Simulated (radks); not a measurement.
Results of a calculation; reference values are marked as such.
Radial electron density D(r) = 4 pi r^2 rho(r) of an atom or ion with 35 electrons. Level of theory: scalar-relativistic Kohn-Sham, SOGGA, spin-unpolarised, spherical densities, finite nucleus; Fermi nuclear charge, rms radius of each element as measured or else 0.836 A^(1/3) + 0.57 fm (a radial shooting solver on a logarithmic mesh with Libxc functionals).

```
   r/bohr * D(r) (the largest magnitude, 55.2, reaches the edge; | marks zero)
 0.001811 | *
 0.002091 | *
 0.002415 |  *
 0.002789 |  *
 0.003221 |   *
  0.00372 |    *
 0.004262 |      *
 0.004922 |        *
 0.005684 |          *
 0.006564 |            *
 0.007581 |               *
 0.008755 |                   *
  0.01011 |                      *
  0.01168 |                          *
  0.01349 |                               *
  0.01558 |                                   *
  0.01799 |                                       *
  0.02077 |                                          *
  0.02399 |                                            *
  0.02771 |                                             *
    0.032 |                                             *
  0.03695 |                                           *
  0.04234 |                                         *
  0.04889 |                                       *
  0.05647 |                                     *
  0.06521 |                                      *
  0.07531 |                                         *
  0.08698 |                                              *
   0.1005 |                                                   *
    0.116 |                                                      *
    0.134 |                                                      *
   0.1547 |                                                  *
   0.1787 |                                           *
   0.2064 |                                   *
   0.2383 |                              *
   0.2752 |                             *
   0.3179 |                                *
   0.3671 |                                   *
   0.4206 |                                    *
   0.4857 |                                 *
    0.561 |                          *
   0.6479 |                  *
   0.7482 |            *
   0.8641 |        *
   0.9979 |       *
    1.152 |       *
    1.331 |      *
    1.537 |    *
    1.775 |  *
     2.05 | *
    2.368 |*
    2.734 |*
    3.158 |*
    3.647 |*
    4.178 |*
    4.826 *
    5.573 *
    6.436 *
    7.433 *
    8.584 *
    9.914 *
```

What is the nuclear charge?

Answer. Z = 37. The innermost maximum, from 1s, lies near gamma/Z bohr with gamma = sqrt(1 - (Z/c)^2) = 0.963, here 0.026 bohr (found: 0.0284), and its height grows with Z. The density is that of the rubidium ion Rb2+ in [Ar] 3d8 4s2 4p5 5p2; the configuration itself is not fixed sharply by these data, and Z only to a few units. D(r) has 3 maxima, at r = 0.0284, 0.125, 0.407 bohr, and minima at 0.0578, 0.262 bohr, inside which lie 2.05, 10.94 electrons.
